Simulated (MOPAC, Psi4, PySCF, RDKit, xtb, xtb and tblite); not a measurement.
Two geometries of C7H8O, SMILES c1ccc(OC)cc1, relaxed at GFN2-xTB with one dihedral held; other torsions can differ between them too.

Structure A

```
16

C      2.6128    -0.2179    -0.1786
O      1.6330    -0.6288     0.7482
C      0.3561    -0.1791     0.4603
C     -0.4214    -0.8228    -0.4948
C     -1.7147    -0.3944    -0.7325
C     -2.2384     0.6714    -0.0202
C     -1.4663     1.3077     0.9365
C     -0.1704     0.8874     1.1777
H      2.7111     0.8740    -0.1931
H      2.3819    -0.5644    -1.1923
H      3.5502    -0.6622     0.1514
H     -0.0089    -1.6596    -1.0392
H     -2.3177    -0.8983    -1.4736
H     -3.2490     1.0025    -0.2079
H     -1.8736     2.1359     1.4976
H      0.4408     1.3700     1.9254
```

Structure B

```
16

C     -2.6755    -0.1927    -0.0856
O     -1.5963    -0.5687     0.7332
C     -0.3281    -0.3561     0.2794
C      0.6972    -0.7516     1.1401
C      2.0164    -0.5813     0.7775
C      2.3383    -0.0149    -0.4467
C      1.3249     0.3775    -1.3000
C     -0.0050     0.2117    -0.9474
H     -2.6739     0.8838    -0.2856
H     -2.6707    -0.7383    -1.0349
H     -3.5738    -0.4522     0.4725
H      0.4278    -1.1902     2.0880
H      2.7999    -0.8919     1.4528
H      3.3712     0.1182    -0.7305
H      1.5636     0.8200    -2.2562
H     -0.7742     0.5280    -1.6346
```

Question: Which is lower in energy at the level Psi4 with B3LYP-D3(BJ)/def2-SVP // GFN2-xTB, and by how much?

Answer: B is lower, by 14.76 kJ/mol (dihedral C1–O2–C3–C4: 80° in A, 180° in B).

E(B) − E(A) in kJ/mol at the other levels, on the same two geometries: GFN2-xTB (xtb and tblite) -18.44; MMFF94 // GFN2-xTB (RDKit) -9.70; B3LYP/def2-SVP // GFN2-xTB (Psi4) -14.71; PBE/def2-SVP // GFN2-xTB (Psi4) -18.09; PBE-D3(BJ)/def2-SVP // GFN2-xTB (Psi4) -18.07; UFF // GFN2-xTB (RDKit) -21.06; AM1, restricted, heats of formation // GFN2-xTB (MOPAC) -4.83; PM6, restricted, heats of formation // GFN2-xTB (MOPAC) -11.46; GFN1-xTB // GFN2-xTB (xtb) -13.55; restricted B3LYP/6-31G*, spherical d, density fitting // GFN2-xTB (PySCF) -12.78; restricted BP86/6-31G*, spherical d, density fitting // GFN2-xTB (PySCF) -15.65; restricted Hartree-Fock/STO-3G // GFN2-xTB (PySCF) -6.03; restricted M06-2X/6-31G*, spherical d, density fitting // GFN2-xTB (PySCF) -13.01.
